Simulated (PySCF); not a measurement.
Method: PySCF, PBE0, basis Y def2-TZVP with ECP28, H def2-TZVP (scalar-relativistic core potentials, no spin–orbit coupling, density fitting). Open shells, if any, are unrestricted.

**Question.** What shape and geometry does isolated doublet YH₂ take (every ligand bound to Y)?

**Answer.** Formally Y is in oxidation state +2, d1, with 1 unpaired electron. The Mulliken spin on Y is 0.98. The polar-tensor charge on Y, 0.82, is far below the formal one. The lowest minimum found is a doublet of C2v symmetry with Y–H 1.957 Å (×2); H–Y–H 115.4°. Its harmonic wavenumbers are 485 (a1), 1458 (b2), 1509 (a1) cm⁻¹ and its dipole moment is 2.77 D.

Other isomers or separated fragments may lie lower. Other spin states or occupations of the open shell can lie lower.
